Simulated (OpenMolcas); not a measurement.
**F2+: effect of the active space**

* Program: OpenMolcas 26.06
* Method: SS-CASPT2 or its RAS form, IPEA 0.25 Eh, imaginary shift 0.1 Eh
* Basis: ANO-R2
* Scalar Hamiltonian: X2C, finite nucleus
* Spin-orbit coupling: RASSI with atomic mean-field integrals over the reference wave functions, term energies averaged over their components

A. 3 electrons in 3 orbitals (2p); 2S+1 = 4 odd, 1 root; 2S+1 = 2 odd, 8 roots; closed shells correlated: 1s 2s; CASPT2 step about 0.8 core-seconds
B. 5 electrons in 4 orbitals (2s 2p); 2S+1 = 4 odd, 1 root; 2S+1 = 2 odd, 8 roots; 2S+1 = 4 even, 3 roots; 2S+1 = 2 even, 9 roots; closed shells correlated: 1s; CASPT2 step roughly 1.8 core-seconds
C. 5 electrons in 8 orbitals (2s 2p 3s 3p); 2S+1 = 4 odd, 1 root; 2S+1 = 2 odd, 8 roots; 2S+1 = 4 even, 3 roots; 2S+1 = 2 even, 9 roots; closed shells correlated: 1s; CASPT2 step of the order of 7 core-seconds
D. 5 electrons in 9 orbitals (RAS2 2s 2p; RAS3 3d, at most 2 electrons); 2S+1 = 4 odd, 1 root; 2S+1 = 2 odd, 8 roots; 2S+1 = 4 even, 3 roots; 2S+1 = 2 even, 9 roots; closed shells correlated: 1s; CASPT2 step about 13 core-seconds

Energies in cm-1 above 2s2 2p3 4S* 3/2.

| Level | A | B | C | D |
| --- | --- | --- | --- | --- |
| 2s2 2p3 4S* 3/2 | 0.0 | 0.0 | 0.0 | 0.0 |
| 2s2 2p3 2D* 3/2 | 34910 | 34970 | 35170 | 34910 |
| 2s2 2p3 2D* 5/2 | 34920 | 34980 | 35190 | 34920 |
| 2s2 2p3 2P* 1/2 | 54990 | 52250 | 52470 | 52630 |
| 2s2 2p3 2P* 3/2 | 55000 | 52250 | 52490 | 52630 |

Among A to D the level of the table that moves most is 2s2 2p3 2P* 3/2, by 2700 cm-1 (lowest in B, highest in A). Moves below CASPT2's spread within the term are not significant.

CASPT2 does not keep the components of a term degenerate, so their means are used; among the terms shown or strongly mixed into the levels shown the widest spread is 160 cm-1 (2s2 2p3 2D*, A). With the s shell closed, the reference lacks s² → p² mixing (holds for A). Active for correlation alone: 3p 3s; no level in the range computed is led by a configuration that fills them, so any true level of that kind is missing (holds for C). Active for correlation alone: 3d; no level in the range computed is led by a configuration that fills it, so any true level of that kind is missing (holds for D). Only configurations of the active space appear. Levels that lie high or do not pair safely by name in every column are left out.

* marks odd parity.
